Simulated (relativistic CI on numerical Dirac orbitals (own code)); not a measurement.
## Spin-allowed bands of a d3 ion in an octahedral site, by hand

Problem. A d3 ion in an octahedral site has a 4A2 ground term and spin-allowed bands at ν1 = 6650 and ν2 = 11321 cm⁻¹ (from a computed ligand-field model). Find Δ and the Racah parameter B, and predict the third band.

Working.
1. The F term splits into A2 (−1.2Δ), T2 (−0.2Δ) and T1 (+0.6Δ), so ν1 = E(T2) − E(A2) = Δ = 6650 cm⁻¹.
2. T1(F) mixes with T1(P), which lies at 15B, through an element 0.4Δ. The two roots, counted from A2, are ν2,3 = ½(15B + 3Δ) ∓ ½√[(15B − Δ)² + 12BΔ].
3. Solving the lower root for B gives B = (2ν1² + ν2² − 3ν1ν2)/(15ν2 − 27ν1) = -9243909/-9735 = 950 cm⁻¹.
4. The sum of the roots is 15B + 3Δ, so ν3 = 15B + 3ν1 − ν2 = 22872 cm⁻¹ (437 nm).

Check. The bands were computed by exact diagonalisation of the d3 shell with B = 950 and Δ = 6650 cm⁻¹, which gives ν3 = 22879 cm⁻¹. C does not enter the terms of highest spin.
